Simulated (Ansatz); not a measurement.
Ideal-gas functions of ClH₃S₃Sn (`[SH][Sn]([SH])([SH])[Cl]`) at 500 K and 1 bar, from an Ansatz frequency run at PBE0-D4/def2-TZVP.

Molar mass 253.39 g/mol, point group C1 (symmetry number 1), electronic degeneracy 1, moments of inertia 479.375, 510.659, 529.802 u Å². Harmonic wavenumbers (cm⁻¹, unscaled): 44, 83, 98, 107, 116, 118, 163, 198, 338, 372, 376, 378, 690, 718, 739, 2703, 2706, 2707.

Use S(trans) = R[1.5 ln M + 2.5 ln T − 1.1517]; rotational temperatures θ = 24.2544 K / I; S(rot) = R[ln(√π/σ · √(T³/θAθBθC)) + 1.5]; for each mode x = 1.438777 ν̃/T, S = R[x/(eˣ − 1) − ln(1 − e⁻ˣ)] and H = RT x/(eˣ − 1); 1 cm⁻¹ = 0.0119627 kJ/mol; R = 8.31446 J/(mol·K).

Q: By hand: the entropy, in J/(mol·K).

A: Translation 188.6. Rotation: θ = 0.0506, 0.0475, 0.0458 K, giving 132.6. Vibration, mode by mode: 25.50, 20.24, 18.87, 18.14, 17.48, 17.33, 14.68, 13.10, 8.87, 8.13, 8.05, 8.01, 3.86, 3.62, 3.45, 0.03, 0.03, 0.03, in all 189.4. Electronic 0.0. Sum 510.6 J/(mol·K).

Q: By hand: H − E and G − E in kJ/mol, counted from the electronic energy.

A: Zero-point energy ½ × 12654 × 0.0119627 = 75.7; thermal vibration 41.2; translation, rotation and pV give 4 RT = 16.6. H − E = 133.5 kJ/mol, and G − E = 133.5 − 500 × 510.6/1000 = -121.8 kJ/mol.

Vibration gives 37 % of the entropy, 117.6 J/(mol·K) of it from the modes under 150 cm⁻¹: soft modes count most, and the harmonic formula is weakest for them. The sum counts one conformer and one mirror image; others add a mixing term.
